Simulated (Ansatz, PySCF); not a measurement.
Gas-phase reaction in SMILES: [Li][OH] -> [Li][OH] as doublet, charge +1 + e-
Each molecule is optimised on its own at B3LYP-D3(BJ)/def2-TZVP (Ansatz, a quantum-chemistry and plane-wave program). A spin state is the lowest found, not a proven ground state.

Property: adiabatic ionisation energy (0 K, with B3LYP-D3(BJ) harmonic zero-point energies from PySCF), in eV. Correlated levels leave the core frozen unless marked. UHF or UKS for open shells. Spin-orbit coupling is left out. No relativistic terms. FCI takes restricted orbitals. 

| level | program | adiabatic ionisation energy (eV) |
|---|---|---|
| HF/def2-SVP | Ansatz | 6.63 |
| B3LYP-D4/def2-TZVPD | Ansatz + dftd4 | 8.91 |
| PBE0/6-31G* | Ansatz | 8.28 |
| PBE0/def2-TZVP | Ansatz | 8.62 |
| TPSSh/def2-TZVPD | PySCF | 8.65 |
| PW6B95-D3(BJ)/def2-TZVPD | PySCF + dftd3 | 8.80 |
| PBE-QIDH/def2-TZVPD | Ansatz | 8.65 |
| MP2/def2-QZVPPD | Ansatz | 9.00 |
| RI-MP2/def2-QZVPP | Ansatz | 8.97 |
| SCS-MP2/6-31G* | Ansatz | 8.05 |
| SCS-MP2/def2-TZVPP | Ansatz | 8.66 |
| CCSD/def2-QZVPP | Ansatz | 8.57 |
| CCSD(T)/def2-SVP | Ansatz | 7.96 |
| FCI/STO-3G | Ansatz | 6.17 |
